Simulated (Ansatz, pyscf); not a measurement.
HC≡C–OH₂⁺ (SMILES C#C[OH2+]) -> H₂C=C=OH⁺ (SMILES C=C=[OH+]), a hydrogen shift on the singlet surface: H–O broken, C–H formed. Structures and frequencies: ωB97X-D3(BJ)/def2-SVP in PySCF. Wave-function energies: Ansatz (an electronic-structure program), frozen core, RHF or UHF references. In kJ/mol, from the reactant's lowest minimum found.

```json
[
 {"level": "B3LYP-D3(BJ)/def2-TZVP", "barrier": "169.50", "reaction energy": "-190.47"},
 {"level": "PBE0-D3(BJ)/def2-TZVP", "barrier": "163.84", "reaction energy": "-191.56"},
 {"level": "CCSD(T)/cc-pV(D+d)Z", "barrier": "182.44", "reaction energy": "-179.61"},
 {"level": "CCSDT(Q)/cc-pV(D+d)Z", "barrier": "180.95", "reaction energy": "-179.83"},
 {"level": "CCSD(T)/cc-pV(T+d)Z", "barrier": "180.50", "reaction energy": "-168.77"},
 {"level": "CCSD(T)/cc-pV(Q+d)Z", "barrier": "180.37", "reaction energy": "-167.20"}
]
```

In cc-pV(D+d)Z, going from CCSD(T) to CCSDT(Q) shifts the barrier by -1.49 and the reaction energy by -0.22 kJ/mol. With HF in the quadruple-zeta basis and the correlation energy extrapolated as X⁻³ from X = 3, 4, CCSD(T) gives 180.27 and -166.24; adding the double-zeta shift gives ΔE‡ = 178.78 and ΔE = -166.46 kJ/mol, without core correlation, relativity or geometry relaxation at these levels. HC≡C–OH₂⁺ lies 352.90 kJ/mol over its isomer H₃C–C⁺=O (electronic energy, ωB97M-D3(BJ)). H₂C=C=OH⁺ lies 170.10 kJ/mol over its isomer H₃C–C⁺=O (electronic energy, ωB97M-D3(BJ)). This is the saddle that the search found; another between the same sides may lie lower. The CCSD(T) − MP2 part came from Ansatz, without density fitting, on the same reference.
